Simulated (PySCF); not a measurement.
Delta-SCF ions had no search for a lower state. Excitations are Tamm–Dancoff values on a coarser integration grid. The basis has no diffuse functions, so Rydberg states are missing or too high.

Cartesian coordinates (Å):
```xyz
9

O     -0.3939     1.0797     1.1572
Si     0.0000     0.0000     0.0000
O      0.5451     0.8652    -1.2705
O      1.1862    -1.0516     0.3837
O     -1.3375    -0.8934    -0.2704
H     -0.9807     0.7720     1.8492
H      0.1039     1.6979    -1.4435
H      2.0858    -0.7327     0.3000
H     -1.2090    -1.7372    -0.7057
```
Charge 0, multiplicity 1.

Q: Estimate the brightest of the four lowest singlets (TDA), T1 excitation (TDA), dipole moment, HOMO, S1–T1 gap (TDA), S1 oscillator strength, vertical ionisation energy (Delta-SCF) and total energy that PBE0-D4/def2-TZVP (PySCF) returns for this input.

A: 
```
Quantity                                            Value
-------------------------------------------  ------------
brightest of the four lowest singlets (TDA)       9.03 eV
T1 excitation (TDA)                               7.81 eV
dipole moment                                      0.00 D
HOMO                                             -9.11 eV
S1–T1 gap (TDA)                                   0.34 eV
S1 oscillator strength                              0.009
vertical ionisation energy (Delta-SCF)           11.37 eV
total energy                                 -592.7290 Ha
```
